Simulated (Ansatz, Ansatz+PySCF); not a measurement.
```xyz
2

Cu    0.0000    0.0000   -0.7083
Cl    0.0000    0.0000    1.2083
```

RHF-MP2 on singlet CuCl was run in several spherical basis sets with Ansatz (development build ahead of 0.2.0). Frozen core: 10 orbitals.

Rank the basis sets by the total energy that they give, lowest first, with the distance from the lowest.
A. 6-31G(d)
B. def2-TZVP
C. cc-pVTZ
D. def2-SVP
E. cc-pVDZ

C (0.00 eV), B (7.61 eV), E (8.33 eV), A (28.15 eV), D (28.29 eV).

Totals follow the description of the cores as much as that of the bonds, so this order isn't one of quality for chemistry.
